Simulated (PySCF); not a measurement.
Run record for `Cl[C@@H]1CCC[C@@H]2C[C@@H]21`: PBE0/def2-SVPD, energy threshold 1e-08 Eh, TDA, 1 singlet.

Method: TDA PBE0/def2-SVPD, vertical, gas phase, core orbitals frozen in the response (PySCF 2.14.0, density-fitted response routines). Geometry: GFN2-xTB. The command runs a driver script over a list of jobs; the input below is this job's line of settings and its coordinates in Å.

Command:
```bash
OMP_NUM_THREADS=1 python probes_run.py task.json out
```

Input:
```
{"job": {"kind": "uv", "xc": "PBE0", "basis": "def2-SVPD", "nstates": 1, "ntriplets": 2, "tda": true, "scf": {"conv": 1e-08}}, "charge": 0, "multiplicity": 1}
Cl     0.455918     2.954681    -0.483124
C      0.490541     1.363994     0.370448
C      1.405177     0.409078    -0.380586
C      1.293568    -0.981216     0.239373
C     -0.087940    -1.574197    -0.034207
C     -1.205124    -0.615086     0.332987
C     -1.691110     0.382417    -0.674544
C     -0.914181     0.852314     0.520138
H      0.910739     1.583389     1.356531
H      1.122520     0.366818    -1.433387
H      2.431633     0.774650    -0.323968
H      1.458549    -0.908889     1.316635
H      2.061103    -1.635485    -0.176838
H     -0.160863    -1.827493    -1.094955
H     -0.203580    -2.500413     0.531184
H     -1.952722    -1.032676     0.996206
H     -2.744438     0.613480    -0.719276
H     -1.202384     0.410918    -1.636054
H     -1.477212     1.372967     1.285976
```

Output:
```
final grid: 149296 points
cycle   1  E = -732.7181382663  dE =  1.060e+00  |g| = 3.681e-01  |ddm| = 8.301e+00
cycle   2  E = -732.7149758543  dE =  3.162e-03  |g| = 4.098e-01  |ddm| = 1.662e+00
cycle   3  E = -732.7575997469  dE = -4.262e-02  |g| = 4.428e-02  |ddm| = 8.690e-01
cycle   4  E = -732.7580103955  dE = -4.106e-04  |g| = 1.838e-02  |ddm| = 2.292e-01
cycle   5  E = -732.7580925163  dE = -8.212e-05  |g| = 5.443e-03  |ddm| = 7.080e-02
cycle   6  E = -732.7580993429  dE = -6.827e-06  |g| = 1.372e-03  |ddm| = 1.950e-02
cycle   7  E = -732.7580997941  dE = -4.512e-07  |g| = 3.164e-04  |ddm| = 4.356e-03
cycle   8  E = -732.7580998177  dE = -2.357e-08  |g| = 1.164e-04  |ddm| = 8.640e-04
cycle   9  E = -732.7580998211  dE = -3.423e-09  |g| = 2.102e-05  |ddm| = 3.812e-04
converged SCF energy = -732.7580998211

Static polarisability (au): isotropic 90.312, principal 77.226 88.835 104.876

Singlet excitations
state   eV       nm        f      main configurations
  1   7.1805    172.7   0.01195   H->L 0.64, H->L+1 0.17

Triplet excitations (Tamm-Dancoff, eV): 6.5200 6.5909
```

H and L stand for HOMO and LUMO; the number after each pair is its weight.

Question: Give S1 in cm⁻¹ and kJ/mol.

Answer: 7.1805 eV × 8065.54 = 57915 cm⁻¹; × 96.485 = 692.8 kJ/mol.

Question: Give the mean polarisability as a volume in Å³, and the ratio of the largest to the smallest principal value.

Answer: 90.312 au × 0.148185 = 13.38 Å³; 104.876/77.226 = 1.36.

In short: SCF converged in 9 cycles with 255 basis and 918 fitting functions; HOMO -7.92 eV, LUMO 0.50 eV; lowest singlet 7.18 eV; lowest triplet 6.52 eV (Tamm–Dancoff); mean polarisability 90.3 au.

The run took 37 s wall on one thread of an Intel Xeon Platinum 8488C, no GPU, shared host, and the process peaked at 1.1 GiB of memory.

One conformer stands for the species.
